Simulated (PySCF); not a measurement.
A computed series M(OH)4

Computed with PySCF 2.14.0, PBE0, def2-SVP on the ligands, density fitting, scalar-relativistic core potentials, no spin-orbit coupling, vacuum. Each member is relaxed from one template within its symmetry. Distances are means of the shortest metal–ligand contacts, charges and spins Mulliken's; removal energies are rigid, with the ligand's formal charge and no counterpoise, so too large; for an anion taken off a cation in vacuum most of it is the attraction of opposite charges, and multiply charged cations can part far more cheaply with an electron moved from ligand to metal. lcecp potentials hold a fixed number of 4f electrons in the core, out of states, spins and gaps.

| metal | basis on the metal | point group | M–OH (Å) | charge on M (e) | removal of one OH (eV) | strongest infrared band, degenerate modes summed (cm⁻¹) | unstable modes (below −25 cm⁻¹) |
| --- | --- | --- | --- | --- | --- | --- | --- |
| Hf | def2-SVP with ECP60 | S4, nearly D2d | 1.932 | 1.17 | 12.31 | 282 | 0 |

Problem. Order these by the M–OH distance, lowest first.
A. Ce, lcecp-2-SVP with ECP46
B. Nd, lcecp-2-SVP with ECP48
C. Tb, lcecp-2-SVP with ECP53
D. Pr, lcecp-2-SVP with ECP47
E. Dy, lcecp-2-SVP with ECP54

Solution. E (1.978), C (1.987), B (2.047), D (2.062), A (2.071).

Problem. What else do they give?

Solution. 
```csv
metal,basis on the metal,point group,M–OH (Å),charge on M (e),removal of one OH (eV),"strongest infrared band, degenerate modes summed (cm⁻¹)",unstable modes (below −25 cm⁻¹)
Ce,lcecp-2-SVP with ECP46,Td,2.071,1.49,11.39,342,0
Pr,lcecp-2-SVP with ECP47,nearly Td,2.062,1.35,11.51,318,0
Nd,lcecp-2-SVP with ECP48,Td,2.047,1.38,11.57,309,0
Tb,lcecp-2-SVP with ECP53,Td,1.987,1.32,11.91,–,0
Dy,lcecp-2-SVP with ECP54,Td,1.978,1.28,11.95,4035,0
```

From Ce to Dy the M–OH distance shrinks by 0.09 Å, the lanthanide contraction, and the energy to remove one OH rises by 0.56 eV.

One start shape was tried for each, so a minimum needn't be the lowest isomer. Oxidation states forced by the potential, rare, strongly oxidising or of another configuration in reality: Pr(OH)4, Nd(OH)4, Tb(OH)4, Dy(OH)4.
